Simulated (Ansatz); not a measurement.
(F3Ge)2NMe (CH₃F₆Ge₂N). Total charge 0; triplet. Geometry PBE-D4/def2-SVP, that of the neutral singlet; atoms count from 1.

```xyz
13

Ge   -1.3079   -0.1073   -1.1350
F    -2.6948   -0.8898   -0.4601
F    -0.8560   -0.9987   -2.5518
F    -1.8186    1.4759   -1.6036
N     0.1467   -0.0623   -0.0425
C     1.3153   -0.9301   -0.3067
Ge    0.1112    0.9819    1.4405
F     0.5509    0.1000    2.8633
F     1.1993    2.3259    1.3886
F    -1.5104    1.5746    1.5720
H     1.1913   -1.4248   -1.2885
H     1.4243   -1.7149    0.4710
H     2.2485   -0.3303   -0.3473
```

At PBE0-D4/def2-TZVP a singlet of charge 0 lies 5.08 eV below the triplet at the same geometry.

Q: Estimate the Mulliken populations from the PBE0/def2-TZVP orbitals of Ansatz.

A: 
| atom | charge (e) | spin (α − β) |
| --- | --- | --- |
| Ge1 | 0.87 | 0.38 |
| F2 | -0.32 | 0.03 |
| F3 | -0.34 | 0.02 |
| F4 | -0.32 | 0.02 |
| N5 | 0.02 | 0.87 |
| C6 | -0.43 | 0.09 |
| Ge7 | 0.87 | 0.37 |
| F8 | -0.33 | 0.03 |
| F9 | -0.32 | 0.03 |
| F10 | -0.31 | 0.01 |
| H11 | 0.19 | 0.01 |
| H12 | 0.21 | 0.07 |
| H13 | 0.20 | 0.06 |
Mulliken values depend strongly on the basis.

Q: Where does the spin sit?

A: Summed by element: Ge 0.76, F 0.15, N 0.87, C 0.09, H 0.14, of 2 unpaired in all. Largest on single atoms: N5 0.87, Ge1 0.38, Ge7 0.37.

Q: And the Mayer bond orders between heavy atoms (over 0.3)?

A: Ge1–F2 0.97 (1.73 Å); Ge1–F3 0.93 (1.73 Å); Ge1–F4 0.97 (1.73 Å); Ge1–N5 0.68 (1.82 Å); N5–C6 0.94 (1.48 Å); N5–Ge7 0.69 (1.81 Å); Ge7–F8 0.95 (1.73 Å); Ge7–F9 0.96 (1.73 Å); Ge7–F10 0.95 (1.73 Å).
